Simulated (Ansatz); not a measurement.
Frontier orbitals of `C[Si](C)(F)P`.

Total charge 0; spin multiplicity 1. Geometry: relaxed with PBE0-D4/def2-TZVP. It is one conformer, not always the lowest. Basis def2-TZVPP, Ansatz 0.2.0.

Orbital energies of one run (eV). Highest occupied ones, from the top: -7.04, -8.45, -8.51, -10.32, -10.74, -10.77, -11.09, -11.24, -11.76, -11.96, -11.98, -14.08, -17.37, -19.06. Empty: 0.12, 0.18, 0.69, 1.12, 1.41, 1.44.

(1) Which functional gave them?
A. r2SCAN
B. BHLYP
C. HSE06 (plane-wave form)
D. LC-ωPBE

Answers

(1) C. HOMO energies: HSE06 -7.04, LC-ωPBE -10.06, BHLYP -8.45, r2SCAN -6.53 eV.

LC-ωPBE has ω = 0.4 bohr⁻¹.
